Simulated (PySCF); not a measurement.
**Broadened absorption spectrum of C6H9FO2**

C6H9FO2.
InChI=1S/C6H9FO2/c1-8-6(7)2-4-9-5-3-6/h2,4H,3,5H2,1H3/t6-/m0/s1

Method used: PySCF, TDDFT wB97X-D/def2-SVPD, vertical, gas phase, core orbitals frozen in the response. Geometry: PBE0-D3(BJ)/def2-SVP, one conformer, isolated molecule.

Computed states:

```json
{"state": "S1", "E (eV)": "6.66", "f": "0.233"}
{"state": "S2", "E (eV)": "6.95", "f": "0.022"}
{"state": "S3", "E (eV)": "7.81", "f": "0.0080"}
{"state": "S4", "E (eV)": "7.84", "f": "0.0069"}
{"state": "S5", "E (eV)": "8.04", "f": "0.0017"}
{"state": "S6", "E (eV)": "8.24", "f": "0.0025"}
{"state": "S7", "E (eV)": "8.30", "f": "0.027"}
{"state": "S8", "E (eV)": "8.36", "f": "0.020"}
{"state": "S9", "E (eV)": "8.41", "f": "0.032"}
{"state": "S10", "E (eV)": "8.66", "f": "0.0090"}
```

Broadening: Gaussians 0.5 eV wide at half height, area fixed by f = 4.319×10⁻⁹ ∫ε dν̃. The width is an assumption, not a result. The curve ends short of the highest state used, and states not computed would add to its high-energy end.

Question: What does the envelope look like, and where are its maxima?

Answer: 
| λ (nm) | ε (L mol⁻¹ cm⁻¹) |
| --- | --- |
| 153.7 | 2294 |
| 155.3 | 1697 |
| 156.9 | 1320 |
| 158.5 | 1074 |
| 160.2 | 856 |
| 161.8 | 653 |
| 163.4 | 465 |
| 165.0 | 323 |
| 166.6 | 255 |
| 168.2 | 289 |
| 169.8 | 457 |
| 171.4 | 806 |
| 173.0 | 1401 |
| 174.6 | 2319 |
| 176.2 | 3622 |
| 177.8 | 5314 |
| 179.4 | 7303 |
| 181.0 | 9376 |
| 182.6 | 11226 |
| 184.2 | 12530 |
| 185.8 | 13046 |
| 187.4 | 12689 |
| 189.0 | 11552 |
| 190.6 | 9866 |
| 192.2 | 7926 |
| 193.9 | 5890 |
| 195.5 | 4205 |
| 197.1 | 2846 |
| 198.7 | 1831 |
| 200.3 | 1122 |
| 201.9 | 657 |
| 203.5 | 368 |
| 205.1 | 198 |
| 206.7 | 102 |
| 208.3 | 51 |
| 209.9 | 25 |

Maxima: 186 nm (6.67 eV), ε about 13000, made up of S1 (96%) (ε in L mol⁻¹ cm⁻¹; maxima over ε = 5, shares over 10%). At its high-energy end, 8.06 eV, the curve is still rising (ε about 2200, from S7, S8 and S9).

Question: Coming from long wavelengths, where does ε first pass 100 L mol⁻¹ cm⁻¹?

Answer: At about 207 nm (6.00 eV), 0.66 eV below S1.

Question: On this curve, what absorbance would a 10⁻⁵ mol/L sample give at 193 nm over a 1 cm path?

Answer: 193 nm is 6.424 eV, where ε is about 6900 L mol⁻¹ cm⁻¹, so A = ε c l ≈ 0.069 (Beer–Lambert, with the gas-phase spectrum and the assumed width).

Question: What would ε be at 6.67 eV, the highest of these maxima, with half the width (0.25 eV)?

Answer: About 25000 L mol⁻¹ cm⁻¹ against 13000, a factor of about 1.9; a lone state at its own centre would give exactly 2.

All these states lie below the vertical ionisation energy of 8.98 eV (ΔSCF).

On one thread, Intel Xeon 6975P-C (x86_64), on a shared host, this took 98 s of wall time and 1.2 GiB of memory at its peak.
